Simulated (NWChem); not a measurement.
System: CH3BrSn, singlet; SMILES [CH3][Sn][Br]

Here is an NWChem input.

```
start job
memory heap 200 mb stack 900 mb global 1100 mb
geometry units angstroms noautoz
  Sn     0.314527     0.921047    -0.005113
  Br    -0.060524    -1.605052     0.006405
  C     -1.828416     1.400167    -0.001734
  H     -2.293418     0.986783     0.908518
  H     -2.316127     0.920822    -0.866104
  H     -2.004595     2.486308    -0.037833
end
basis spherical
  Sn library def2-svp
  Br library def2-svp
  C library def2-svp
  H library def2-svp
end
ecp
  Sn library def2-ecp
end
dft
  xc b3lyp
  iterations 150
  mulliken
end
task dft energy
```

Low-valent species are run as closed-shell singlets; no triplet was tried in these runs. Geometry: optimised at PBE0/def2-SVP. def2 effective core potentials on Sn; no spin-orbit coupling.

What results follow from this input? (B3LYP/def2-SVP with def2 effective core potentials on Sn.) Quantities: energy (Ha); highest occupied level (eV); orbital gap (eV); dipole (D).


```json
{
  "energy (Ha)": "-2828.17",
  "highest occupied level (eV)": "-6.37",
  "orbital gap (eV)": "3.41",
  "dipole (D)": "2.77"
}
```
